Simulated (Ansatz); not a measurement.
Geometry optimisation, RKS PBE-D4/def2-SVP (Ansatz).

Input:

```yaml
crystal:
  periodic: [false, false, false]
  atoms:
    - { symbol: Al, position_ang: [-0.3179, -1.2654, 0.7677] }
    - { symbol: H, position_ang: [0.5797, -1.5571, -0.9961] }
    - { symbol: O, position_ang: [0.7538, -1.4578, 1.9827] }
    - { symbol: O, position_ang: [-1.8749, -1.7219, 0.6108] }
    - { symbol: H, position_ang: [0.4362, -0.5973, -0.8337] }
    - { symbol: O, position_ang: [0.1066, 0.5475, -0.3618] }
    - { symbol: Si, position_ang: [0.3536, 2.036, -0.9113] }
    - { symbol: H, position_ang: [1.4516, -1.456, 2.6188] }
    - { symbol: H, position_ang: [-2.7764, -1.8758, 0.3811] }
    - { symbol: H, position_ang: [1.6112, 2.5479, -0.3572] }
    - { symbol: H, position_ang: [-0.7721, 2.8893, -0.5297] }
    - { symbol: H, position_ang: [0.4486, 1.9106, -2.3714] }
basis:
  gaussian: { orbitals: def2-SVP }
hamiltonian:
  xc: pbe
  dispersion: d4
relax:
  f_tol: 0.15
  max_steps: 25
  restrain:
    - { distance: [0, 5], at: 3.17, k: 30.0 }
    - { distance: [4, 1], at: 1.92, k: 30.0 }
    - { distance: [0, 1], at: 1.52, k: 30.0 }
    - { distance: [4, 5], at: 0.97, k: 30.0 }
```

Run as:

```bash
$ ansatz run input.yaml --threads 2 --pin off --max-ram 3072MiB --backend cpu --events-out ev --progress --plain --runs-dir out
```

Q: Where does it end, and by what steps?

A: The forces met the threshold. The restraints hold the end off the free minimum. After 12 steps the energy has fallen by 0.641 eV (the restraints' own energy left out); H5 moved furthest, 0.71 Å. Parted: Al1–H5, Al1–O6. Joined: Al1–H2, H5–O6.

| step | energy less start (eV) | largest force component (eV/Å) | accepted |
| --- | --- | --- | --- |
| 0 | 0.0000 | 3.633 | yes |
| 1 | 0.4258 | 7.375 | yes |
| 2 | 0.4109 | 7.222 | yes |
| 3 | 0.4057 | 4.544 | yes |
| 4 | 0.1486 | 2.570 | yes |
| 5 | -0.1623 | 1.315 | yes |
| 6 | -0.3254 | 0.845 | yes |
| 7 | -0.4476 | 0.672 | yes |
| 8 | -0.5321 | 0.677 | yes |
| 9 | -0.6000 | 0.688 | yes |
| 10 | -0.6378 | 0.704 | yes |
| 11 | -0.6338 | 0.730 | no |
| 12 | -0.6406 | 0.702 | yes |

```xyz
12
Properties=species:S:1:pos:R:3
Al -0.303 -1.848 0.903
H 0.412 -1.794 -0.467
O 0.543 -1.658 2.378
O -1.961 -2.250 1.064
H 0.182 0.010 -1.087
O -0.286 0.817 -0.799
Si 0.465 2.293 -1.119
H 1.499 -1.515 2.449
H -2.565 -2.307 0.308
H 1.784 2.432 -0.402
H -0.485 3.345 -0.633
H 0.715 2.476 -2.594
```

Whether the end is a true minimum wasn't checked by a vibrational analysis.

Run time: 22 s on 2 threads of Intel(R) Xeon(R) 6975P-C (Granite Rapids) (shared host), peak memory 0.17 GiB.
